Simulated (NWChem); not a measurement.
# ammonia (NH3); SMILES N

```xyz
4

N      0.0000     0.0000     0.1315
H      0.6642     0.6642    -0.2639
H      0.2431    -0.9073    -0.2639
H     -0.9073     0.2431    -0.2639
```
Atoms are numbered in this order, from 1.

Coordinates come from a B3LYP/6-31G* (spherical d) optimisation. No frequency run checked for a minimum.

**Question.** Give the principal values of the shielding tensors (ppm) of N1 from BHandHLYP/pcSseg-1, GIAO (NWChem), with their diamagnetic and paramagnetic parts as GIAO splits them.

**Answer.** 
```json
[
 {"atom": "N1", "σ11": "228.2", "σ22": "283.4", "σ33": "283.4", "isotropic": "265.0", "diamagnetic": "312.4", "paramagnetic": "-47.4"}
]
```
